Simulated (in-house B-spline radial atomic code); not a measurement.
# Ionising Rb II (Rb+) with different functionals

Computed with a B-spline radial code for spherical atoms: non-relativistic Hamiltonian, point nucleus, spin-polarised at highest spin, spherical fractional occupations for the functionals, and exact exchange of hybrids averaged over the configuration. The ionisation energy is the difference of two self-consistent energies, [Ar] 3d10 4s2 4p6 → [Ar] 3d10 4s2 4p5, without Breit or QED terms; ε is the level of the shell that loses the electron (its least bound occupied spin orbital). There is no spin-orbit coupling in this Hamiltonian.

| method | rung | ΔSCF (eV) | -ε(4p) (eV) |
| --- | --- | --- | --- |
| PBE0 | global hybrid | 27.44 | 23.38 |
| B3LYP | global hybrid | 27.43 | 23.03 |
| TPSSh | global hybrid | 27.52 | 22.51 |
| M06-2X | global hybrid | 27.26 | 24.94 |
| BHandHLYP | global hybrid | 27.36 | 24.93 |
| r2SCAN0 | global hybrid | ? | ? |
| B97-1 | global hybrid | ? | ? |
| HSE06 | range-separated hybrid | 27.41 | 22.95 |
| wB97X | range-separated hybrid | 27.27 | 25.89 |
| CAM-B3LYP | range-separated hybrid | 27.41 | 24.84 |
| LC-wPBE | range-separated hybrid | 27.43 | 26.36 |

(1) What does r2SCAN0 give?

(2) What does B97-1 give?

(3) Among the functionals, which spreads more, the ΔSCF values or the orbital energies?

(4) How do they compare with the NIST value?

## Answers

(1) ΔSCF 27.72 eV, and -ε(4p) = 23.71 eV.

(2) ΔSCF 27.37 eV, and -ε(4p) = 23.05 eV.

(3) The orbital energies: ΔSCF values span about 0.46 eV and the orbital energies 3.85 eV; here energy differences depend much less on the functional than eigenvalues do.

(4) NIST lists 27.290 eV (measured, ground level to ground level). Errors run from -0.03 to +0.43 eV; wB97X is closest (-0.02 eV), but part of that can be cancellation, since the calculations leave out relativity, Breit-QED terms, multiplet and fine-structure energies.
